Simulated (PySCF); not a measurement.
Match the calculated data to a structure.

All candidates are C6H13BO2.

| technique | computed result |
| --- | --- |
| Rotational structure | rotational constants A, B, C: 2.443, 0.754, 0.600 GHz [PBE0-D3(BJ)/def2-SVP] |
| XPS | B1s 196.2, C1s 289.4, C1s 290.1, C1s 290.5, C1s 290.6, C1s 292.0 (×2), O1s 537.9 (×2) eV [ΔSCF SCAN, pcX-2 on the ionised atom, pcseg-1 elsewhere, spin-free X2C] |
| Polarisability | 98.6 au [wB97X-D/def2-SVPD] |
| 13C NMR | chemical shifts (computed TMS as zero) by class: 168.3 (1 C), 124.3 (1 C), 53.0 (2 C), 36.0 (1 C), 16.4 (1 C) ppm [GIAO B3LYP/pcSseg-1] |
| UV, first state | lowest singlet excitation: 6.34 eV (196 nm, f = 0.516) [TDDFT wB97X-D/def2-SVPD] |
| 1H NMR | chemical shifts (computed TMS as zero) by class: 6.88 (1 H), 5.55 (1 H), 3.65 (6 H), 2.11 (2 H), 1.04 (3 H) ppm [GIAO B3LYP/pcSseg-1] |
| Triplet | lowest triplet excitation (Tamm–Dancoff): 4.01 eV [TDA wB97X-D/def2-SVPD] |
| NMR, other nuclei | isotropic shieldings of nuclei other than C and H, by class: 72 (1 B), 237 (2 O) ppm [GIAO B3LYP/pcSseg-1] |

Gas-phase values; electronic properties from PySCF, density fitting. Levels stand in brackets. Isolated species at its PBE0-D3(BJ)/def2-SVP geometry (one conformer only). NMR classes are plain means over equivalent atoms (diastereotopic ones count apart unless rotation or inversion swaps them), as if these changed places fast.

Question: Which candidate is it?
A. `OB(O)C1CCCCC1`
B. `CC/C=C/B(OC)OC`
C. `C/C=C/CB(OC)OC`
D. `CC(C)(C)[C@H]1COBO1`
E. `CC1(C)OBOC1(C)C`

Answer: B. It is `CC/C=C/B(OC)OC`. Numbering: `[CH3:1][CH2:2]/[CH:3]=[CH:4]/[B:5]([O:6][CH3:7])[O:8][CH3:9]`. 6 carbons fall into 5 classes; from least to most shielded: alkene CH carbon [C3] (168.3 ppm), alkene CH carbon [C4] (124.3 ppm), methoxy carbon [C7/C9] (53.0 ppm, 2 C), allylic carbon [C2] (36.0 ppm), methyl carbon [C1] (16.4 ppm). Hydrogen classes from least to most shielded: 1 H on an alkene CH carbon, C3 (6.88 ppm), 1 H on an alkene CH carbon, C4 (5.55 ppm), 6 H on 2 methoxy carbons, C7/C9 (3.65 ppm), 2 H on an allylic carbon, C2 (2.11 ppm), 3 H on a methyl carbon, C1 (1.04 ppm). The other shieldings belong to: 72 ppm, three-coordinate boron [B5]; 237 ppm, boron-bound oxygen [O6/O8]. The core levels belong to: B1s 196.2 eV, three-coordinate boron [B5]; C1s 289.4 eV, alkene CH carbon [C4]; C1s 290.1 eV, alkene CH carbon [C3]; C1s 290.5 eV, methyl carbon [C1]; C1s 290.6 eV, allylic carbon [C2]; C1s 292.0 eV, methoxy carbon [C7/C9]; O1s 537.9 eV, boron-bound oxygen [O6/O8]. One atom of each topological class was ionised and stands for its class. The hole state at 290.1 eV has ⟨S²⟩ = 0.83 against 0.75, so that value is less sure. The optimised geometry has point group C1 and is an asymmetric top.

The others, at the same levels:
- `CC1(C)OBOC1(C)C` fails: its computed core binding energies are B1s 196.7, C1s 290.6 (×4), C1s 292.1 (×2), O1s 538.1 (×2) eV, rotational constant A is 2.008 GHz (against 2.443 GHz) and smallest rotational constant is 1.535 GHz (against 0.600 GHz).
- `C/C=C/CB(OC)OC` fails: its computed 13C shifts are 137.6 (1 C), 130.9 (1 C), 52.4 (2 C), 21.6 (1 C), 21.4 (1 C) ppm, core binding energies are B1s 196.5, C1s 289.7, C1s 289.7, C1s 289.9, C1s 290.4, C1s 292.0 (×2), O1s 538.1 (×2) eV and 1H shifts are 5.75 (1 H), 5.26 (1 H), 3.60 (6 H), 1.71 (3 H), 1.47 (2 H) ppm.
- `OB(O)C1CCCCC1` fails: it has 4 carbon classes against 5; its computed 13C shifts are 32.1 (2 C), 31.3 (2 C), 30.7 (1 C), 28.0 (1 C) ppm, core binding energies are B1s 196.9, C1s 289.5, C1s 290.0 (×2), C1s 290.0 (×2), C1s 290.1, O1s 539.1 (×2) eV and 1H shifts are 2.64 (2 H), 1.58 (2 H), 1.57 (1 H), 1.42 (2 H), 1.24 (2 H), 1.21 (1 H), 1.15 (2 H), 0.66 (1 H) ppm.
- `CC(C)(C)[C@H]1COBO1` fails: it has 4 carbon classes against 5; its computed 13C shifts are 87.5 (1 C), 69.6 (1 C), 35.7 (1 C), 25.7 (3 C) ppm, core binding energies are B1s 196.9, C1s 290.5 (×3), C1s 290.8, C1s 292.1, C1s 292.3, O1s 538.4, O1s 538.6 eV and 1H shifts are 4.09 (1 H), 4.06 (1 H), 4.04 (1 H), 3.91 (1 H), 0.85 (9 H) ppm.

Each candidate is one conformer, not necessarily the lowest. The conformers computed, where there is a choice (atom-mapped SMILES and torsion angles):
- `[CH3:1][CH2:2]/[CH:3]=[CH:4]/[B:5]([O:6][CH3:7])[O:8][CH3:9]`: C1–C2–C3–C4 -124°, C3–C4–B5–O6 -1°, C4–B5–O6–C7 180°, C4–B5–O8–C9 -1°
- `[CH3:1]/[CH:2]=[CH:3]/[CH2:4][B:5]([O:6][CH3:7])[O:8][CH3:9]`: C2–C3–C4–B5 126°, C3–C4–B5–O6 11°, C4–B5–O6–C7 179°, C4–B5–O8–C9 3°
- `[CH3:1][C:2]([CH3:3])([CH3:4])[C@H:5]1[CH2:6][O:7][BH:8][O:9]1`: C1–C2–C5–C6 -59°

The conformers of `OB(O)C1CCCCC1` aren't listed.
